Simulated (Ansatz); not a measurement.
Isolated molecules relaxed with PBE0-D4/def2-TZVP in Ansatz; ΔE leaves out vibrations. CCSD(T)/CBS is the MP2 limit (def2-TZVPP, def2-QZVPP) plus CCSD(T) − MP2 in def2-TZVPP, frozen cores. DFT in def2-TZVPP. HSE06 is defined as in plane-wave codes. One conformer a species, not always the lowest.

`C1[SiH2]N[SiH2]1` → `N[SiH]1C[SiH2]1`  (isomerisation)

`C1[SiH2]N[SiH2]1`:

Z-matrix (Å, degrees):
```
Si
N 1 1.733
Si 1 2.572 2 42.1
C 1 1.885 2 89.1 3 -0.0
H 1 1.491 2 114.7 3 -117.7
H 1 1.491 2 114.7 3 117.7
H 2 1.004 1 132.1 3 -179.9
H 3 1.491 1 126.4 2 87.6
H 3 1.491 1 126.4 2 -87.6
H 4 1.090 1 115.1 2 -115.9
H 4 1.090 1 115.1 2 115.9
```

`N[SiH]1C[SiH2]1`:

Z-matrix (Å, degrees):
```
Si
C 1 1.886
Si 1 2.244 2 54.2
N 1 1.712 2 116.3 3 109.1
H 1 1.487 2 113.0 3 -111.0
H 2 1.089 1 116.8 3 -110.0
H 2 1.088 1 118.2 3 112.4
H 3 1.483 1 122.5 2 -100.4
H 3 1.483 1 122.2 2 99.7
H 4 1.006 1 120.2 2 -130.9
H 4 1.007 1 121.3 2 80.3
```

Task: Is it downhill or uphill in electronic energy at CCSD(T)/CBS, and by how much? (Estimate.)

Result: Ansatz gave: Uphill: ΔE = +166.9 kJ/mol.

Task: What do these levels give: PBE-D4, r2SCANh-D4, r2SCAN0-D4, ωB97X-V, ωB97M-V, PBE-QIDH, PBE, revPBE, r2SCAN, HSE06, BHLYP, MP2/CBS(def2)? (Best estimate.)

Result: The calculation gave: PBE-D4 140.1, r2SCANh-D4 157.2, r2SCAN0-D4 161.5, ωB97X-V 164.6, ωB97M-V 166.9, PBE-QIDH 166.8, PBE 138.2, revPBE 136.4, r2SCAN 154.0, HSE06 150.9, BHLYP 171.8, MP2/CBS(def2) 175.1 kJ/mol.

Largest T1 diagnostic among the species: 0.012.

From BLYP to BHLYP (50 % exact exchange), in def2-TZVPP and without D4, ΔE moves by +25.5 kJ/mol. At CCSD(T), def2-SVP lies −5.4 kJ/mol from the extrapolated value and def2-TZVPP −1.1 kJ/mol. Leaving LDA and LC-ωPBE aside and taking each functional with its dispersion term where it has one, the values, not all of them listed here, spread over 33.8 kJ/mol, from PBE-D4 to BHLYP-D4. LDA lies +4.2 kJ/mol from PBE without D4.
